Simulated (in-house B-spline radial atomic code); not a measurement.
## RPA and G0W0 on SCAN: Hg II (Hg+)

Configuration [Xe] 4f14 5d10 6s1, highest spin, mean-field start SCAN. Computed with a B-spline radial code for spherical atoms: all electrons, scalar-relativistic (spin-free one-electron X2C), finite nucleus, each spin shell either full or empty, empty states to l = 9 with an (l + 1/2)⁻⁴ tail; G0W0 by contour deformation at full frequency.

Without the two-electron picture change, the correlation of inner shells comes somewhat too large for so heavy an element.

RPA overbinds a lone outer s electron by self-correlation, and G0W0 tends to as well.

Command:
```bash
python run_gw.py task.json out
```
Settings (radii: box in bohr, nucleus in fm):
```
Z                        80
electrons                79
configuration            [Xe] 4f14 5d10 6s1
hamiltonian              x2c
method                   scan,scan
lmax                     9
rms_radius               5.4648
spin_polarised           True
box_radius               23.78
intervals                70
ion_configuration        [Xe] 4f14 5d10
```

Time taken, with all properties: 19 s on 1 thread of Arm Neoverse N1, on a shared host.

Energies (hartree):

```
                                     term         value
                         mean-field total  -19626.55409
Hartree-Fock functional on these orbitals  -19619.77183
                      direct second order       -8.1447
                    second-order exchange        2.0163
                         SOSEX correction        1.8816
```

(1) What is the RPA correlation energy, and what remains with SOSEX?

Quasi-particle levels (eV):

```tsv
level	occupied	mean field	Σx - vxc	Σc	QP weight	G0W0
6s up	yes	-15.512	-2.15	?	?	?
6s down	no	-13.911	6.20	-2.88	0.922	-10.594
```

G0W0 = mean field + (Σx - vxc) + Σc, with Σc (partial-wave tail included) taken at the quasi-particle energy. Only the outer levels were computed. Levels of low weight are left out.

(2) Where does G0W0 put 6s up?

(3) What does it cost to remove one electron (to [Xe] 4f14 5d10) by differences of total energies, each species on its own start (correlation terms add to the Hartree-Fock functional)?

Results:

(1) RPA gives -7.0746 hartree (-2.44 eV per electron); RPA + SOSEX gives -5.193, and the second-order doubles -6.1284 hartree (no singles). SOSEX takes back 27 % of the RPA value.

(2) At -19.300 eV, with Σc = -1.64 eV and a quasi-particle weight of 0.916. The tabulated removal energy is 18.757 eV (NIST, measured); the calculation leaves out spin-orbit coupling, Breit and QED terms, and what these don't explain is the method's own error.

(3) SCAN 19.317 eV, Hartree-Fock functional 16.979 eV, + RPA 19.239 eV, + RPA + SOSEX 18.464 eV, + second order 19.999 eV. Tabulated: 18.757 eV (NIST, measured); the calculation leaves out spin-orbit coupling, Breit and QED terms, and what these don't explain is the method's own error.
